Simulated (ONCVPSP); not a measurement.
Fe: one change to an ONCV potential, before and after

| Property | Result |
| --- | --- |
| Element | iron (Fe) |
| Generator | ONCVPSP 4.0.1 |
| Type | optimised norm-conserving Vanderbilt (ONCV) |
| Functional | LDA (Perdew-Wang 92) |
| Relativity | scalar-relativistic |
| Frozen core | [Ne] |
| Valence charge | 16 |
| Reference configuration | 3s2 3p6 3d6 4s2 |
| Partial waves | 3s+4s: rc 1.35 bohr, ncon 4, nbas 9, qcut 10.3 1/bohr, 2 projectors; 3p: rc 1.00 bohr, ncon 3, nbas 6, qcut 17.5 1/bohr, 2 projectors, debl 1.4 Ha; 3d: rc 1.90 bohr, ncon 4, nbas 8, qcut 7.2 1/bohr, 2 projectors, debl 3.5 Ha |
| Local potential | polynomial inside 0.70 bohr (lpopt 5, dvloc0 0 Ha) |
| Core correction | Teter function, fcfact 6, rcfact 1.3 |

In the p channel the program set the typed energies aside and used -2.202, 0.250 Ha.

Change: all radii but the core radius scaled by about 1.05 (s 1.42, p 1.06, d 2.00 bohr); local potential polynomial inside 0.74 bohr (lpopt 5, dvloc0 0 Ha).

Cutoffs: the cutoffs (Ha) at which the residual kinetic energy of the hardest occupied pseudo-wave falls to 1 and 0.1 mHa per electron; they do not see the model core or the augmentation charge, which bear on the density cutoff. Errors are all-electron minus pseudo energies relative to the spin-unpolarised reference configuration.

Problem. How do hardness, ghosts and transferability respond?

Solution. The potential gets softer (68 Ha and 86 Ha → 61 Ha and 78 Ha); of the 4 tests that both files solve, the error grows in 1 and shrinks in 0 by more than 15 % and 0.3 meV (median size 76.0 → 89.8 meV); neither file shows a bound ghost. A larger radius leaves more room for a smooth pseudo-wave, so fewer plane waves are needed.

| quantity | base | changed |
| --- | --- | --- |
| cutoff, loose | 68 Ha | 61 Ha |
| cutoff, tight | 86 Ha | 78 Ha |
| loose cutoff by channel | s 33 Ha, p 68 Ha, d 23 Ha | s 30 Ha, p 61 Ha, d 22 Ha |
| bound ghosts | none | none |
| GHOST(+) flags under 300 eV | none | none |
| error for 3s2 3p6 3d6 4s1, meV [ΔE 8.97 eV] | +2.6 | +2.7 |
| error for 3s2 3p6 3d6 4s0, meV [ΔE 25.46 eV] | +15 | +14 |
| error for 3s2 3p6 3d5 4s0, meV [ΔE 59.99 eV] | +137 | +165 |
| error for 3s1 3p6 3d6 4s2, meV [ΔE 101.40 eV] | -675 | -770 |
| rms error of d²Exc/dni dnj with the model core, mHa | 1.71 | 2.08 |
